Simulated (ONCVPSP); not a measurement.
Transferability test, ONCV potential for K

* Element: potassium (K)
* Generator: ONCVPSP 4.0.1
* Type: optimised norm-conserving Vanderbilt (ONCV)
* Functional: PBE
* Relativity: scalar-relativistic
* Frozen core: [Ne]
* Valence charge: 9
* Reference configuration: 3s2 3p6 (charge +1)
* Partial waves: 3s: rc 1.55 bohr, ncon 4, nbas 8, qcut 6 1/bohr, 2 projectors, debl 1.1 Ha; 3p: rc 1.30 bohr, ncon 5, nbas 9, qcut 5.7 1/bohr, 2 projectors, debl 2.8 Ha; d scattering state at 0.15 Ha: rc 1.65 bohr, ncon 4, nbas 8, qcut 6.6 1/bohr, 2 projectors, debl 1.2 Ha
* Local potential: polynomial inside 0.95 bohr (lpopt 5, dvloc0 0 Ha)
* Core correction: Teter function, fcfact 4, rcfact 1.2

In the s channel the program set the typed energies aside and used -1.523, 0.250 Ha. In the d channel the program set the typed energies aside and used 0.050, 1.250 Ha.

Energies are relative to the spin-unpolarised reference configuration 3s2 3p6; without spin polarisation the order of configurations can differ from experiment.

```json
{"valence configuration": "3s2 3p6 4s1", "charge": "0", "ΔE all-electron (eV)": "-4.314", "error AE − PS (meV)": "+0.1"}
{"valence configuration": "3s2 3p6 4s0.5", "charge": "+0.5", "ΔE all-electron (eV)": "-2.672", "error AE − PS (meV)": "0.0"}
{"valence configuration": "3s2 3p6 4p1", "charge": "0", "ΔE all-electron (eV)": "-2.761", "error AE − PS (meV)": "+0.1"}
{"valence configuration": "3s2 3p6 3d0.5 4s0.5", "charge": "0", "ΔE all-electron (eV)": "-3.096", "error AE − PS (meV)": "-0.4"}
```
